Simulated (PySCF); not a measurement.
# Hg²⁺: excitation energy

Hg²⁺ [Xe] 4f14 5d10 (1S) → Hg²⁺ [Xe] 4f14 5d9 6s1 (3D), as a difference of total energies. Calculation: PySCF 2.14, in aug-cc-pVTZ-PP with ECP60MDF; a scalar-relativistic core potential. Correlated levels: valence: 5s2 5p6 frozen. The calculations carry no spin-orbit coupling.

| method | excitation energy (cm⁻¹) |
| --- | --- |
| UHF | 47365 |
| LDA | 44433 |
| PBE | 44740 |
| PBE0 | 46539 |
| r2SCAN | 44905 |
| r2SCANh | 45433 |
| wB97X | 50269 |
| wB97X-V | 48715 |
| M06-L | 51077 |
| MP2 (valence) | 50622 |
| SCS-MP2 (valence) | 51408 |
